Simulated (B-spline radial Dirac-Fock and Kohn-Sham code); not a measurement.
## Dipole and non-dipole photoemission parameters of V 4s

System: the free vanadium atom in the configuration [Ar] 3d3 4s2; threshold 6.36 eV (orbital energy of the model). Level of theory: Dirac-Hartree-Slater photoionisation with a Latter tail; cross sections with all multipoles, angular parameters from the dipole term and its interference with E2; an atomic code on a B-spline grid.

For linearly polarised light dσ/dΩ = σ/(4π) [1 + β P₂(cos θ) + (δ + γ cos²θ) sin θ cos φ], with θ from the polarisation vector and φ the angle between the beam and the projection of the electron momentum on the plane normal to the polarisation.

```tsv
hν (eV)	σ (kb)	β	γ
60	89.4	1.999	0.135
79.9	63.4	1.999	0.161
100	46.9	1.999	0.165
220	15.2	2.000	0.094
335	7.78	2.000	0.023
400	5.79	2.000	-0.006
469	4.41	2.000	-0.027
498	3.97	2.000	-0.033
517	3.71	2.000	-0.037
576	3.07	2.000	-0.045
587	?	?	?
600	2.85	2.000	-0.047
785	1.74	2.000	-0.044
838	1.54	2.000	-0.039
970	1.16	2.000	-0.021
1000	1.10	2.000	-0.015
1390	0.574	2.000	0.068
1486.9	0.501	2.000	0.092
2100	0.246	2.000	0.251
2430	0.180	2.000	0.338
2970	0.116	2.000	0.475
3260	0.0944	2.000	0.546
3420	0.0847	2.000	0.584
3990	0.0596	2.000	0.714
5414.7	0.0290	2.000	1.009
8047.8	0.0109	1.999	1.464
8430	0.00969	1.999	1.522
12000	0.00387	1.999	2.010
12100	0.00379	1.999	2.023
```

Question: Give the values at 587 eV.

Answer: σ = 2.96 kb, β = 2.000, γ = -0.046. For an s subshell δ is negligible.

Values without a named source are computed, but for edge energies of neutral atoms, which are taken from tables.
